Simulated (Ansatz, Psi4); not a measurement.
Psi4 → Ansatz

This Psi4 1.11 job computes GaCl (SMILES [Cl][Ga]):

run.py:
```python
import psi4

psi4.set_memory('2200 MB')
psi4.set_num_threads(1)
psi4.set_output_file('output.dat', False)

molecule = psi4.geometry("""
Cl     0.000000     0.000000    -0.023560
Ga     0.000000     0.000000     2.192160
units angstrom
symmetry c1
""")

options = {'basis': 'cc-pVTZ', 'puream': True, 'e_convergence': 1e-09, 'd_convergence': 1e-08, 'scf_type': 'pk', 'dft_radial_points': 99, 'dft_spherical_points': 590}
psi4.set_options(options)

e, wfn = psi4.energy("PBE", molecule=molecule, return_wfn=True)
print('E =', round(e, 9))
```

```bash
$ python run.py
```

Geometry: relaxed at PBE0-D4/def2-TZVP.

It gives a total energy of -2384.696852 Eh.

Question: Translate the job to Ansatz 0.2.0 as an input file of the program's own.

Answer: This input was run:

molecule.yaml:
```yaml
basis:
  gaussian: {orbitals: cc-pVTZ}
crystal:
  periodic: [false, false, false]
  atoms:
    - symbol: Cl
      position_ang: [-0.000000, 0.000000, -0.023560]
    - symbol: Ga
      position_ang: [0.000000, -0.000000, 2.192160]
hamiltonian: {xc: pbe}
accuracy: high
output: {orbitals: {seedname: orbitals}}
```

```bash
$ ansatz run molecule.yaml --threads 1 --pin off --max-ram 3480MiB --events-out events.jsonl --progress --plain --runs-dir runs
```

Its energy is -2384.696852 Eh, the same as the first but for the last digit, at most.
